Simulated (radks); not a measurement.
Values are calculated unless marked as measured or tabulated.
How relativity changes the ionisation of the vanadium ion V11+ ([Ne] 3s2) to V12+ ([Ne] 3s1). Spin-unpolarised spherical Kohn-Sham, PBE, point nucleus unless stated (finite: rms radius 3.6002 fm), a radial shooting solver on a logarithmic mesh with Libxc functionals. A level marked "c x" has the speed of light scaled by that factor.

[
 {"level": "non-rel.", "E(V11+) (hartree)": "-895.71775", "E(V12+) (hartree)": "-884.41106", "IE (eV)": "307.67", "HOMO": "3s", "<r> HOMO (bohr)": "0.8152"},
 {"level": "scalar-rel.", "E(V11+) (hartree)": "-901.09830", "E(V12+) (hartree)": "-889.72318", "IE (eV)": "309.53", "HOMO": "3s", "<r> HOMO (bohr)": "0.8101"},
 {"level": "scalar-rel., finite nucleus", "E(V11+) (hartree)": "-901.09606", "E(V12+) (hartree)": "-889.72096", "IE (eV)": "309.53", "HOMO": "3s", "<r> HOMO (bohr)": "0.8101"},
 {"level": "Dirac", "E(V11+) (hartree)": "-901.10870", "E(V12+) (hartree)": "-889.73364", "IE (eV)": "309.53", "HOMO": "3s1/2", "<r> HOMO (bohr)": "0.8100"},
 {"level": "Dirac, finite nucleus", "E(V11+) (hartree)": "-901.10647", "E(V12+) (hartree)": "-889.73142", "IE (eV)": "309.53", "HOMO": "3s1/2", "<r> HOMO (bohr)": "0.8100"},
 {"level": "Dirac, c x 1.25", "E(V11+) (hartree)": "-899.15072", "E(V12+) (hartree)": "-887.80049", "IE (eV)": "308.86", "HOMO": "3s1/2", "<r> HOMO (bohr)": "0.8119"},
 {"level": "Dirac, c x 2", "E(V11+) (hartree)": "-897.05156", "E(V12+) (hartree)": "-885.72795", "IE (eV)": "308.13", "HOMO": "3s1/2", "<r> HOMO (bohr)": "0.8139"},
 {"level": "Dirac, c x 10", "E(V11+) (hartree)": "-895.77092", "E(V12+) (hartree)": "-884.46357", "IE (eV)": "307.69", "HOMO": "3s1/2", "<r> HOMO (bohr)": "0.8151"}
]

NIST Atomic Spectra Database: 308.5 eV (semi-empirical). The relativistic part of the total energy of V11+ is -5.389 hartree (Dirac, finite nucleus), 0.6 % of the non-relativistic value. Spin polarisation and multiplet splitting of open shells are left out at every level.

Beside tabulated values, note that spin-unpolarised runs miss the spin-polarisation part of the exchange energy of open shells.
